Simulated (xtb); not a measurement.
H4Si, charge +1, doublet, at a GFN2-xTB geometry (a state made from the parent by changing its charge; the spin is typed, not shown lowest); xtb with GFN2-xTB with ALPB(ether).

Input for xtb:
```
$ xtb mol.xyz --gfn 2 --chrg 1 --uhf 1 --alpb ether --json

# file mol.xyz
5

Si     0.00000000    -0.00000000    -0.00000000
H      0.02874448     1.07228532     1.06628774
H     -0.02752798    -1.06593260     1.07267027
H      0.02752798     1.06593260    -1.07267027
H     -0.02874448    -1.07228532    -1.06628774
```

Output, abridged:

```
   ID    Z sym.   atoms
    1   14 Si     1
    2    1 H      2-5

           -------------------------------------------------
          |                Calculation Setup                |
           -------------------------------------------------

           -------------------------------------------------
          |                 G F N 2 - x T B                 |
           -------------------------------------------------

      * Solvation model:               ALPB
        Solvent                        ether
        Parameter file                 internal GFN2-xTB/ALPB
        Dielectric constant                4.3300E+00
        Reference state                gsolv [1 M gas/solution]
        Free energy shift                  4.9534E-03 Eh       3.1083E+00 kcal/mol
        Temperature                        2.9815E+02 K
        Density                            7.1300E-01 kg/L
        Solvent mass                       7.4120E+01 g/mol
        Interaction kernel             P16
        Born radius scaling (c1)           1.5847E+00
        Born radii integrator          GBOBC
        Born offset                        0.0000E+00 a0       0.0000E+00 AA
        H-bond correction              true
        Ion screening                  false
        Surface tension                    1.0000E-05 Eh       1.5569E+01 dyn/cm
        Grid points                               230 per atom

          ...................................................
          :                      SETUP                      :
          :.................................................:
          :  # basis functions                  14          :
          :  # atomic orbitals                  13          :
          :  # shells                            7          :
          :  # electrons                         7          :
          :  max. iterations                   250          :
          :  Hamiltonian                  GFN2-xTB          :
          :  restarted?                      false          :
          :  GBSA solvation                   true          :
          :  PC potential                    false          :
          :  electronic temp.          300.0000000     K    :
          :  accuracy                    1.0000000          :
          :  -> integral cutoff          0.2500000E+02      :
          :  -> integral neglect         0.1000000E-07      :
          :  -> SCF convergence          0.1000000E-05 Eh   :
          :  -> wf. convergence          0.1000000E-03 e    :
          :  Broyden damping             0.4000000          :
          :  net charge                          1          :
          :  unpaired electrons                  1          :
          ...................................................

 iter      E             dE          RMSdq      gap      omega  full diag
   1     -3.2975286 -0.329753E+01  0.207E+01    3.03       0.0  T
   2     -3.3297010 -0.321724E-01  0.145E+01    2.63       1.0  T
   3     -3.3258590  0.384201E-02  0.187E+00    2.02       1.0  T
   4     -3.3311226 -0.526359E-02  0.813E-01    2.97       1.0  T
   5     -3.3326905 -0.156783E-02  0.483E-01    2.63       1.0  T
   6     -3.3329072 -0.216758E-03  0.634E-02    2.78       1.0  T
   7     -3.3329063  0.956402E-06  0.612E-02    2.78       1.0  T
   8     -3.3329103 -0.398865E-05  0.693E-04    2.77      64.5  T
   9     -3.3329102  0.457304E-08  0.208E-03    2.77      21.5  T
  10     -3.3329103 -0.481278E-08  0.130E-05    2.77    3449.1  T
  11     -3.3329103 -0.168754E-12  0.147E-06    2.77   30357.2  T

   *** convergence criteria satisfied after 11 iterations ***

         :::::::::::::::::::::::::::::::::::::::::::::::::::::
         ::                     SUMMARY                     ::
         :::::::::::::::::::::::::::::::::::::::::::::::::::::
         :: total energy              -3.308241744347 Eh    ::
         :: total w/o Gsasa/hb        -3.307084612839 Eh    ::
         :: gradient norm              0.000068604378 Eh/a0 ::
         :: HOMO-LUMO gap              2.765846598690 eV    ::
         ::.................................................::
         :: SCC energy                -3.332910224617 Eh    ::
         :: -> isotropic ES            0.124809729822 Eh    ::
         :: -> anisotropic ES         -0.020865210731 Eh    ::
         :: -> anisotropic XC         -0.018724179578 Eh    ::
         :: -> dispersion             -0.000609082948 Eh    ::
         :: -> Gsolv                  -0.073456407338 Eh    ::
         ::    -> Gelec               -0.072299275829 Eh    ::
         ::    -> Gsasa               -0.003899038222 Eh    ::
         ::    -> Ghb                 -0.002211530864 Eh    ::
         ::    -> Gshift               0.004953437577 Eh    ::
         :: repulsion energy           0.024668480270 Eh    ::
         :: add. restraining           0.000000000000 Eh    ::
         :: total charge               1.000000000000 e     ::
         :::::::::::::::::::::::::::::::::::::::::::::::::::::

           -------------------------------------------------
          |                Property Printout                |
           -------------------------------------------------

    * Orbital Energies and Occupations

         #    Occupation            Energy/Eh            Energy/eV
      -------------------------------------------------------------
         1        2.0000           -0.8170568             -22.2332
         2        2.0000           -0.5283337             -14.3767
         3        2.0000           -0.5283336             -14.3767
         4        1.0000           -0.4604753             -12.5302 (HOMO)
         5                         -0.3588323              -9.7643 (LUMO)
         6                         -0.2420193              -6.5857
         7                         -0.2370925              -6.4516
         8                         -0.1925688              -5.2401
         9                         -0.1925687              -5.2401
        10                          0.0766268               2.0851
        11                          0.0766269               2.0851
        12                          0.7329753              19.9453
        13                          1.4430024              39.2661
      -------------------------------------------------------------
                  HL-Gap            0.1016430 Eh            2.7658 eV
             Fermi-level           -0.4520291 Eh          -12.3003 eV

     #   Z          covCN         q      C6AA      α(0)
     1  14 Si       3.602     0.437    99.636    19.170
     2   1 H        0.901     0.141     1.458     1.889
     3   1 H        0.901     0.141     1.458     1.889
     4   1 H        0.901     0.141     1.458     1.889
     5   1 H        0.901     0.141     1.458     1.889

 Mol. C6AA /au·bohr⁶  :        217.415315
 Mol. C8AA /au·bohr⁸  :      10185.847941
 Mol. α(0) /au        :         26.727329

Wiberg/Mayer (AO) data.
largest (>0.10) Wiberg bond orders for each atom

 ---------------------------------------------------------------------------
     #   Z sym  total        # sym  WBO       # sym  WBO       # sym  WBO
 ---------------------------------------------------------------------------
     1  14 Si   3.224 --     4 H    0.806     3 H    0.806     2 H    0.806
                             5 H    0.806
     2   1 H    0.955 --     1 Si   0.806
     3   1 H    0.955 --     1 Si   0.806
     4   1 H    0.955 --     1 Si   0.806
     5   1 H    0.955 --     1 Si   0.806
 ---------------------------------------------------------------------------

Topologies differ in total number of bonds
Writing topology from bond orders to xtbtopo.mol

molecular dipole:
                 x           y           z       tot (Debye)
 q only:        0.000       0.000      -0.000
   full:        0.000       0.000       0.000       0.000
molecular quadrupole (traceless):
                xx          xy          yy          xz          yz          zz
 q only:       -2.298       0.091       1.148       0.002      -0.000       1.150
  q+dip:       -4.088       0.161       2.042       0.003      -0.000       2.046
   full:        0.173      -0.007      -0.087      -0.000       0.000      -0.087

           -------------------------------------------------
          | TOTAL ENERGY               -3.308241744347 Eh   |
          | GRADIENT NORM               0.000068604378 Eh/α |
          | HOMO-LUMO GAP               2.765846598690 eV   |
           -------------------------------------------------

normal termination of xtb
```
